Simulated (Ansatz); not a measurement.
# Relaxing a trial structure of ClFGeH2Si+

The starting geometry of this gas-phase doublet was optimised with GFN2-xTB.

| atom | x (Å) | y (Å) | z (Å) |
| --- | --- | --- | --- |
| Cl | -1.8684 | -0.0554 | -2.8250 |
| F | -0.2702 | -0.4996 | 0.6472 |
| Ge | -2.0802 | 0.9930 | -1.0641 |
| Si | 0.3654 | 0.9158 | 0.2144 |
| H | 1.5122 | 0.6303 | -0.6357 |
| H | 0.3013 | 1.7692 | 1.3950 |

Q: Where would you expect an optimisation with r2SCAN-D4/def2-SVP to take it?

A: It keeps its bonds.

The energy falls by 0.19 eV over 44 steps:

| step | E − E(last) (eV) |
| --- | --- |
| 1 | 0.189 |
| 6 | 0.007 |
| 11 | 0.005 |
| 15 | 0.003 |
| 20 | 0.002 |
| 25 | 0.001 |
| 30 | 0.000 |
| 34 | 0.000 |
| 39 | 0.000 |
| 44 | 0.000 |

Final geometry (Å):

```yaml
atoms:
  - { symbol: Cl, position_ang: [-2.3487, -0.3526, -2.1490] }
  - { symbol: F, position_ang: [0.0026, -0.7878, 0.3704] }
  - { symbol: Ge, position_ang: [-1.4617, 1.4765, -1.6005] }
  - { symbol: Si, position_ang: [0.3013, 0.7767, 0.2103] }
  - { symbol: H, position_ang: [1.5762, 1.0640, -0.4846] }
  - { symbol: H, position_ang: [-0.1097, 1.5765, 1.3852] }
```

Frequencies at the end are all real (lowest 14 cm⁻¹). Open shells are spin-unrestricted. Run with Ansatz 0.2.0, 2.1 min on 2 threads of Intel(R) Xeon(R) 6975P-C (Granite Rapids), with other jobs on the host.
